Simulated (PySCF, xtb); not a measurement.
SnFCl3, SMILES [Sn]([Cl])([Cl])([F])[Cl].

GFN2-xTB run with xtb 6.7.1 at its own geometry gives an orbital gap of 2.74 eV and a dipole moment of 2.20 D.

Coordinates come from a PBE0-D3(BJ)/def2-SVP optimisation. The def2 effective core potentials stand for the cores of Sn; spin–orbit coupling is left out.

Problem. What does PBE/def2-TZVP in PySCF give? (An estimate is asked for; the answer gives what the named calculation found.)

Solution. gap 4.05 eV (levels -8.45 and -4.41 eV), dipole 1.06 D.
